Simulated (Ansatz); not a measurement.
Consider the isomerisation: `O[C]1([SiH3])[AlH][Te]1` → `C[SiH]1[O][Al]1[TeH]`.

Gas-phase electronic energies from Ansatz, PBE0-D4/def2-TZVP geometries. CCSD(T)/CBS is the MP2 limit (def2-TZVPP, def2-QZVPP) plus CCSD(T) − MP2 in def2-TZVPP, frozen cores. Functionals use def2-TZVPP. Elements past krypton have def2 core potentials. For Te outer-core shells are correlated without core-valence functions, which leaves a few kJ/mol of doubt a bond. One conformer a species, not always the lowest.

```json
{"level": "PBE-D4", "ΔE (kJ/mol)": "-267.4"}
{"level": "B2PLYP", "ΔE (kJ/mol)": "-287.0"}
{"level": "PBE0", "ΔE (kJ/mol)": "-285.7"}
{"level": "SCS-MP2/def2-TZVPP", "ΔE (kJ/mol)": "-285.3"}
{"level": "CCSD/def2-TZVPP", "ΔE (kJ/mol)": "-295.6"}
{"level": "CCSD(T)/def2-TZVPP", "ΔE (kJ/mol)": "-285.7"}
{"level": "MP2/def2-QZVPP", "ΔE (kJ/mol)": "-282.4"}
{"level": "MP2/CBS(def2)", "ΔE (kJ/mol)": "-280.2"}
```

Q: What does CCSD(T)/CBS give? (Estimate.)

A: The calculation gave: -282.0 kJ/mol. The listed levels differ from it by 14.6, -5.0, -3.7, -3.3, -13.6, -3.7, -0.4, 1.8 kJ/mol.

Largest T1 diagnostic among the species: 0.015.

The D4 term adds +12.3 kJ/mol with B3LYP and +6.1 kJ/mol with PBE0; it sums over pairs of atoms, weighted by their polarisabilities, and B3LYP, whose exchange is more repulsive, gets the larger term. In def2-TZVPP, CCSD(T) changes the Hartree–Fock value by +19.3 kJ/mol (the triples alone add +9.9 kJ/mol) and MP2 by +21.0 kJ/mol.

B3LYP here is the variant with VWN-RPA as its local correlation; programs differ in this.
